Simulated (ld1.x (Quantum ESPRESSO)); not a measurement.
**I: excitation energies, all-electron against TM**

- Element: I
- Generator: ld1.x (Quantum ESPRESSO) 7.5
- Type: norm-conserving Troullier–Martins (Kleinman–Bylander form)
- Functional: LDA (PZ)
- Relativity: fully relativistic
- Frozen core: [Kr]
- Valence charge: 17
- Reference configuration: 4d10 5s2 5p5
- Partial waves: 5s (bound): rc 1.65 bohr; 5p (bound): rc 1.60 bohr; 4d (bound): rc 1.00 bohr
- Local potential: the d channel
- Core correction: none

Open shells are filled in proportion to 2j + 1 (rel_dist='average').

Energies are relative to the spin-unpolarised reference configuration 4d10 5s2 5p5; without spin polarisation the order of configurations can differ from experiment. The d channel is local and has no spin–orbit splitting in the pseudo-atom. The frozen-core shift is the all-electron ΔE with the core orbitals held at their reference shape minus the fully relaxed ΔE.

(1) Give the all-electron excitation energy and the error of the potential for: 4d10 5s2 5p4; 4d10 5s2 5p3; 4d10 5s2 5p2; 4d10 5s1 5p5; 4d10 5s2 5p1; 4d10 5s1 5p6; 4d10 5s2 5p5.3.

Levels in the configuration 4d10 5s1 5p5:

```json
{"level": "4d j=3/2", "all-electron (eV)": "-62.165", "pseudo (eV)": "-61.074"}
{"level": "4d j=5/2", "all-electron (eV)": "-60.433", "pseudo (eV)": "-61.074"}
{"level": "5s j=1/2", "all-electron (eV)": "-27.253", "pseudo (eV)": "-27.244"}
{"level": "5p j=1/2", "all-electron (eV)": "-16.957", "pseudo (eV)": "-16.951"}
{"level": "5p j=3/2", "all-electron (eV)": "-15.742", "pseudo (eV)": "-15.736"}
```

Note: ghost states, extra bound levels that the all-electron valence spectrum of the same l lacks: s at -264.2 eV, p3/2 at -79.9 eV, p1/2 at -79.0 eV. A true bound ghost makes a file unfit for plane-wave use. The potential misses its own reference levels by up to 1.0 eV, so it is not fit for use.

Results:

(1)

| valence configuration | charge | ΔE all-electron (eV) | error AE − PS (meV) | frozen-core shift (meV) |
| --- | --- | --- | --- | --- |
| 4d10 5s2 5p4 | +1 | 11.333 | +1.4 | +0.2 |
| 4d10 5s2 5p3 | +2 | 31.427 | +9.3 | +1.3 |
| 4d10 5s2 5p2 | +3 | 61.077 | +30 | +5.2 |
| 4d10 5s1 5p5 | +1 | 22.353 | +3.9 | +1.1 |
| 4d10 5s2 5p1 | +4 | 100.920 | +75 | +15 |
| 4d10 5s1 5p6 | 0 | 10.464 | +0.6 | +0.4 |
| 4d10 5s2 5p5.3 | -0.3 | -1.838 | 0.0 | 0.0 |
